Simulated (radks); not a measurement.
The numbers below are computed, except where a source is named.
Valence configurations of As3+ (all share [Ar]). Level of theory: scalar-relativistic Kohn-Sham, PBE, spin-polarised, spherical densities, point nucleus; open shells are filled with parallel spins first (a radial shooting solver on a logarithmic mesh with Libxc functionals). Energies are relative to 3d10 4s2; eigenvalues in eV for spin up.

[
 {"valence": "3d10 4s2", "E (eV)": "0.000", "moment (Bohr magnetons)": "0", "e(3d)": "-74.916", "e(4p)": "-", "e(4s)": "-44.431"},
 {"valence": "3d10 4s1 4p1", "E (eV)": "10.231", "moment (Bohr magnetons)": "2", "e(3d)": "-76.546", "e(4p)": "-34.770", "e(4s)": "-46.497"},
 {"valence": "3d10 4s1.5 4p0.5", "E (eV)": "5.436", "moment (Bohr magnetons)": "1", "e(3d)": "-75.767", "e(4p)": "-33.903", "e(4s)": "-45.535"},
 {"valence": "3d10 4p2", "E (eV)": "21.984", "moment (Bohr magnetons)": "2", "e(3d)": "-78.014", "e(4p)": "-35.497", "e(4s)": "-"},
 {"valence": "3d8 4s2 4p2", "E (eV)": "99.365", "moment (Bohr magnetons)": "4", "e(3d)": "-101.03", "e(4p)": "-39.793", "e(4s)": "-52.927"},
 {"valence": "3d9 4s2 4p1", "E (eV)": "45.750", "moment (Bohr magnetons)": "2", "e(3d)": "-87.743", "e(4p)": "-36.510", "e(4s)": "-48.866"},
 {"valence": "3d9.5 4s2 4p0.5", "E (eV)": "21.931", "moment (Bohr magnetons)": "1", "e(3d)": "-81.273", "e(4p)": "-34.746", "e(4s)": "-46.705"},
 {"valence": "3d9 4s1.5 4p1.5", "E (eV)": "50.834", "moment (Bohr magnetons)": "3", "e(3d)": "-88.467", "e(4p)": "-37.321", "e(4s)": "-49.755"}
]

NIST lists [Ar] 3d10 4s2 as the ground configuration; this level of theory agrees among the configurations tried. The energies are those of spherical high-spin densities, not of single terms.
